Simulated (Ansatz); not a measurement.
A structure relaxed at PBE0-D4/def2-TZVP, charge 0, multiplicity 1:

Cartesian coordinates in Å:
```
F -2.0547 -0.2291 -0.8383
Si -0.4902 0.1388 -0.8613
S -0.1531 2.1787 -0.3242
Ga 0.7604 -1.1580 0.7357
H -0.0619 0.1045 -2.2824
H -0.3769 2.0012 0.9898
H 0.3205 -1.0887 2.2432
H 2.0559 -1.9475 0.3374
```

Task: Give its formula and SMILES.

Result: FGaH4SSi, `F[SiH](S)[GaH2]`.

Task: Summarise the bond lengths by kind.

Result: 1 × F–Si 1.607 Å; 1 × S–Si 2.136 Å; 1 × Ga–Si 2.407 Å; 1 × H–Si 1.485 Å; 1 × H–S 1.345 Å; 2 × Ga–H 1.568 to 1.572 Å.

All numbers were calculated with Ansatz.
